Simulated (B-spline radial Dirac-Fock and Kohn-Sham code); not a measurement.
**Two-hole binding energies of Re**

System: atomic rhenium, configuration 1s2 2s2 2p6 3s2 3p6 3d10 4s2 4p6 4d10 4f14 5s2 5p6 5d5 6s2.

Input file task.json (cfg lists n, l and occupation; rrms is the nuclear radius in fm):

```json
{"items": [{
  "Z": 75,
  "q": 0,
  "cfg": [[1, 0, 2], [2, 0, 2], [2, 1, 6], [3, 0, 2], [3, 1, 6], [3, 2, 10], [4, 0, 2], [4, 1, 6], [4, 2, 10], [4, 3, 14], [5, 0, 2], [5, 1, 6], [5, 2, 5], [6, 0, 2]],
  "A": 187,
  "rrms": 5.3698,
  "do": ["binding", "quiet", "double"]
}]}
```

Launch: `python xray_run.py task.json out`

The computed values come from a radial B-spline solver: ΔSCF Dirac-Fock with Breit, self-energy and vacuum polarisation, finite nucleus, configuration average. U is the two-hole binding energy less the two single-hole energies, the effective repulsion of the holes after relaxation. Each two-hole energy is an average over J within one jj subconfiguration.

| holes | E(a) (eV) | E(b) (eV) | E(ab) (eV) | U (eV) |
| --- | --- | --- | --- | --- |
| 1s⁻¹ 3p1/2⁻¹ | 71682.1 | 2695.0 | ? | ? |
| 1s⁻¹ 3p3/2⁻¹ | 71682.1 | 2382.1 | 74165.8 | 101.6 |
| 1s⁻¹ 3d5/2⁻¹ | 71682.1 | 1893.5 | 73668.7 | 93.0 |
| 2s⁻² | 12544.9 | 12544.9 | 25310.1 | 220.2 |
| 2p1/2⁻² | 11968.9 | 11968.9 | 24224.8 | 287.0 |
| 2s⁻¹ 2p3/2⁻¹ | 12544.9 | 10545.5 | 23285.0 | 194.6 |
| 2s⁻¹ 3d3/2⁻¹ | 12544.9 | 1960.1 | 14598.9 | 93.9 |
| 2p1/2⁻¹ 3d3/2⁻¹ | 11968.9 | 1960.1 | 14021.7 | 92.6 |
| 2p3/2⁻¹ 3s⁻¹ | 10545.5 | 2949.6 | 13578.7 | 83.6 |
| 2p3/2⁻¹ 3p1/2⁻¹ | 10545.5 | 2695.0 | 13332.7 | 92.2 |
| 3p1/2⁻² | 2695.0 | 2695.0 | 5457.2 | 67.3 |
| 3p1/2⁻¹ 3p3/2⁻¹ | 2695.0 | 2382.1 | 5134.5 | 57.4 |
| 4d5/2⁻² | 273.1 | 273.1 | 570.4 | 24.3 |
| 4f5/2⁻¹ 4f7/2⁻¹ | 51.02 | 48.62 | 122.6 | 23.0 |

Task: Give the missing two-hole energy and U.

Result: E(ab) = 74496.9 eV and U = 119.8 eV.
